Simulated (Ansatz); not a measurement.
The first iterations of a band of BFH2 + BrH (6 atoms, charge 0, multiplicity 1).

Computed with RKS PBE0/def2-SVP in Ansatz.

```
movable images  : 9
climbing image  : yes
spring          : 5.0 eV/Å²
optimiser       : quadratic models (default)
start path      : through a guess of the saddle point
force threshold : 0.05 eV/Å
iteration limit : 57
end points      : relaxed
```

Initial state:

```xyz
6
Properties=species:S:1:pos:R:3
B -0.008 0.301 -0.066
F -0.016 0.714 1.193
H 1.063 0.202 -0.617
H -1.074 0.133 -0.609
Br 0.094 -2.646 0.879
H 0.085 -1.987 2.141
```

Final state:

```xyz
6
Properties=species:S:1:pos:R:3
B 0.016 -0.398 -0.113
F 0.009 0.114 1.685
H 1.058 0.090 -0.456
H -1.059 0.021 -0.444
Br 0.082 -2.340 0.240
H 0.040 -0.770 2.011
```

| iteration | highest image above the first end (eV) | largest band force component (eV/Å) |
| --- | --- | --- |
| 1 | 1.975 | 5.011 |
| 2 | 1.013 | 2.730 |
| 3 | 0.889 | 1.792 |

Task: Does the band converge within its limit, and where does its top end?

Result: The run converged. It ended after 11 iterations with the highest image 0.801 eV above the first end. A vibrational analysis at the climbing image gives one clearly imaginary mode, 874i cm⁻¹: a first-order saddle point. The orbitals stay closed-shell, which can raise the energy where a bond breaks towards radicals; this wasn't checked here.

The run took 4.1 min on 1 thread of Arm Neoverse V1 (shared host), peak memory 0.17 GiB.
